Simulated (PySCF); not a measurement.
Gas-phase reaction: 2 O3 + 6 GeF2 → 3 GeF4 + 3 GeO2

Energies from PySCF, thermal terms from the rigid-rotor harmonic-oscillator model, ideal gas at 1 bar. † marks an energy on the PBE0/def2-TZVP geometry and frequencies; other levels use their own. MP2 and CCSD(T) freeze the core. 6-31G* has spherical d functions here. All species are closed-shell singlets. Ge: all electrons, no relativistic terms. GeO2: computed as isolated molecules; such fragments, hydroxides, amides, oligomers or adducts are transient or little studied in the gas. MP2 isn't extrapolated to the basis-set limit; its ΔH°(298 K) is -1147.5 kJ in def2-SVP and -1219.3 kJ in def2-TZVPP. CCSD(T) isn't extrapolated to the basis-set limit; its ΔH°(298 K) is -1000.2 kJ in def2-SVP and -1099.4 kJ in def2-TZVPP. The harmonic model lacks anharmonicity and excited electronic states, which grow with temperature; levels with a mode under 35 cm⁻¹ are left out. Strong static correlation: O3. Warning, large T1 diagnostic: GeO2, O3 (CCSD(T)/def2-SVP†).

| level | ΔE electronic, kJ | ΔH°(298 K), kJ | ΔS°(298 K), J/K | ΔG°(1000 K), kJ |
|---|---|---|---|---|
| BLYP/def2-TZVP† | -735 | -716 | -458 | -276 |
| CCSD(T)/def2-SVP† | -1019 | -1000 | -458 | -560 |
| HF/6-31G* | -1023 | -1008 | -461 | -565 |
| MP2/def2-TZVPP† | -1238 | -1219 | -458 | -779 |
| PBE0/def2-QZVP† | -947 | -928 | -458 | -488 |
| LDA/def2-TZVP† | -889 | -870 | -458 | -430 |
ΔH° is lowest at MP2/def2-TZVPP† and highest at BLYP/def2-TZVP†. No reference value is set beside these.
